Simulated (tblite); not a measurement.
C₂H₁₀FNSi₄.
Atom-mapped SMILES: `[N:1]#[C:2][CH2:3][Si@@H:4]([F:5])[SiH2:6][SiH2:7][SiH3:8]` (hydrogens: H9, H10 on C3; H11 on Si4; H12, H13 on Si6; H14, H15 on Si7; H16, H17, H18 on Si8)

Computed with GFN2-xTB (tblite), gas phase: L-BFGS steps from a force-field or distance-geometry start until the largest atomic force falls under 0.01 eV/Å.

Step 30: E = -651.4204 eV
```
atom  x, y, z in Å  |  force x, y, z in eV/Å
N1     -3.8695   -1.6934    0.5415   -0.009  -0.069  -0.029
C2     -3.6656   -0.6408    0.1420   -0.014   0.115   0.029
C3     -3.3610    0.6740   -0.3249   -0.081  -0.007  -0.045
Si4    -1.4889    1.0380   -0.0759    0.020   0.057  -0.007
F5     -1.2957    0.8664    1.5225    0.014   0.047   0.060
Si6     0.0094   -0.4337   -1.0390   -0.076   0.048   0.001
Si7     1.9660   -0.5785    0.2030    0.116  -0.002   0.070
Si8     3.9624   -0.2896   -0.9389   -0.044   0.021  -0.022
H9     -3.6294    0.7457   -1.3790    0.003  -0.023  -0.033
H10    -3.9716    1.3975    0.2219    0.024  -0.072   0.038
H11    -1.3708    2.4901   -0.2274    0.004  -0.022  -0.017
H12     0.3011    0.0820   -2.3883    0.001   0.009  -0.046
H13    -0.6917   -1.6993   -1.2898    0.012  -0.048  -0.007
H14     1.9972   -1.8210    0.9876   -0.018  -0.025  -0.007
H15     1.8500    0.4837    1.2183    0.025  -0.007   0.039
H16     5.1824   -0.4599   -0.1458   -0.036   0.001  -0.004
H17     4.0089    1.0640   -1.5022    0.037  -0.015  -0.006
H18     4.0582   -1.2188   -2.0666    0.022  -0.010  -0.015
```

Step 31: E = -651.4226 eV
```
atom  x, y, z in Å  |  force x, y, z in eV/Å
N1     -3.8699   -1.6971    0.5349   -0.005  -0.037  -0.033
C2     -3.6691   -0.6418    0.1403   -0.021   0.050   0.038
C3     -3.3686    0.6736   -0.3251   -0.042   0.003  -0.032
Si4    -1.4977    1.0438   -0.0766    0.089   0.044  -0.020
F5     -1.3042    0.8766    1.5231    0.006   0.058   0.035
Si6     0.0107   -0.4298   -1.0320   -0.106   0.070  -0.003
Si7     1.9720   -0.5787    0.2020    0.106  -0.005   0.096
Si8     3.9680   -0.2915   -0.9402   -0.070   0.016  -0.015
H9     -3.6391    0.7457   -1.3781   -0.005  -0.011  -0.042
H10    -3.9762    1.3941    0.2273   -0.005  -0.049   0.035
H11    -1.3759    2.4967   -0.2382   -0.011  -0.062  -0.004
H12     0.3061    0.0824   -2.3831   -0.008   0.007  -0.031
H13    -0.6894   -1.6970   -1.2829    0.020  -0.035  -0.002
H14     2.0035   -1.8259    0.9802   -0.020  -0.020  -0.009
H15     1.8667    0.4771    1.2262    0.017  -0.015   0.025
H16     5.1833   -0.4650   -0.1413   -0.026   0.009  -0.012
H17     4.0085    1.0593   -1.5074    0.052   0.010  -0.002
H18     4.0627   -1.2161   -2.0701    0.029  -0.033  -0.025
```

Step 32: E = -651.4245 eV
```
atom  x, y, z in Å  |  force x, y, z in eV/Å
N1     -3.8705   -1.7010    0.5275    0.000   0.013  -0.037
C2     -3.6732   -0.6421    0.1396   -0.022  -0.038   0.038
C3     -3.3763    0.6734   -0.3257    0.018   0.011  -0.010
Si4    -1.5047    1.0500   -0.0773    0.109   0.011  -0.017
F5     -1.3118    0.8879    1.5242   -0.001   0.068   0.002
Si6     0.0103   -0.4252   -1.0257   -0.086   0.065  -0.004
Si7     1.9794   -0.5788    0.2029    0.046  -0.005   0.089
Si8     3.9722   -0.2930   -0.9418   -0.072   0.003  -0.015
H9     -3.6481    0.7449   -1.3781   -0.014   0.003  -0.038
H10    -3.9807    1.3899    0.2333   -0.033  -0.017   0.025
H11    -1.3805    2.5022   -0.2483   -0.023  -0.076   0.006
H12     0.3104    0.0829   -2.3790   -0.019   0.004  -0.007
H13    -0.6866   -1.6959   -1.2769    0.029  -0.009   0.006
H14     2.0087   -1.8309    0.9732   -0.019  -0.020  -0.007
H15     1.8830    0.4706    1.2349    0.011  -0.017   0.019
H16     5.1830   -0.4698   -0.1370   -0.020   0.017  -0.023
H17     4.0092    1.0551   -1.5130    0.063   0.035   0.001
H18     4.0673   -1.2139   -2.0740    0.032  -0.048  -0.026
```

Step 33: E = -651.4261 eV
```
atom  x, y, z in Å  |  force x, y, z in eV/Å
N1     -3.8711   -1.7039    0.5217    0.001   0.041  -0.034
C2     -3.6764   -0.6423    0.1395   -0.010  -0.080   0.020
C3     -3.3813    0.6734   -0.3263    0.058   0.010   0.010
Si4    -1.5079    1.0546   -0.0778    0.072  -0.024  -0.006
F5     -1.3171    0.8974    1.5253   -0.003   0.072  -0.022
Si6     0.0086   -0.4208   -1.0213   -0.029   0.037  -0.001
Si7     1.9854   -0.5787    0.2052   -0.027  -0.005   0.055
Si8     3.9739   -0.2939   -0.9435   -0.051  -0.008  -0.023
H9     -3.6545    0.7440   -1.3788   -0.016   0.013  -0.016
H10    -3.9844    1.3863    0.2381   -0.041   0.003   0.006
H11    -1.3837    2.5049   -0.2554   -0.026  -0.059   0.008
H12     0.3130    0.0833   -2.3766   -0.028   0.003   0.012
H13    -0.6838   -1.6955   -1.2726    0.036   0.015   0.013
H14     2.0117   -1.8350    0.9681   -0.016  -0.024   0.000
H15     1.8949    0.4659    1.2417    0.007  -0.012   0.024
H16     5.1820   -0.4729   -0.1341   -0.021   0.022  -0.034
H17     4.0109    1.0527   -1.5171    0.066   0.044   0.005
H18     4.0711   -1.2131   -2.0773    0.030  -0.049  -0.017
```

Problem. Estimate the geometry and energy of step 34. (The exact step hangs on the optimiser's Hessian estimate; all steps are aligned on step 33, rigid shifts and turns removed.)

Solution. E = -651.4272 eV, largest force 0.078 eV/Å
```
atom  x, y, z in Å  |  force x, y, z in eV/Å
N1     -3.8717   -1.7061    0.5173   -0.004   0.032  -0.021
C2     -3.6785   -0.6428    0.1394    0.010  -0.064  -0.009
C3     -3.3840    0.6735   -0.3266    0.063   0.002   0.021
Si4    -1.5087    1.0574   -0.0783    0.010  -0.046   0.004
F5     -1.3207    0.9053    1.5258   -0.001   0.071  -0.027
Si6     0.0069   -0.4170   -1.0184    0.032   0.001   0.002
Si7     1.9891   -0.5789    0.2080   -0.077  -0.005   0.014
Si8     3.9738   -0.2946   -0.9453   -0.027  -0.011  -0.033
H9     -3.6591    0.7436   -1.3795   -0.009   0.019   0.016
H10    -3.9876    1.3836    0.2416   -0.030   0.006  -0.015
H11    -1.3865    2.5055   -0.2603   -0.023  -0.028   0.006
H12     0.3143    0.0839   -2.3748   -0.032   0.004   0.020
H13    -0.6812   -1.6950   -1.2691    0.037   0.030   0.017
H14     2.0135   -1.8385    0.9645   -0.015  -0.029   0.007
H15     1.9032    0.4625    1.2469    0.004  -0.005   0.034
H16     5.1806   -0.4745   -0.1330   -0.026   0.025  -0.043
H17     4.0135    1.0520   -1.5196    0.063   0.038   0.010
H18     4.0743   -1.2137   -2.0799    0.025  -0.041  -0.003
```

The energy changes by -0.0012 eV. The first-order estimate −F·Δx gives -0.0016 eV and the mean of the old and new forces, exact on a quadratic surface, -0.0012 eV. The step makes an angle of 72° with the force vector and moves no atom by more than 0.010 Å.

The cost below is that of the whole relaxation. Hardware: Intel Xeon at 2.50 GHz, one thread, shared host with 64 logical CPUs at a one-minute load of 61. Cost: 10 s wall.
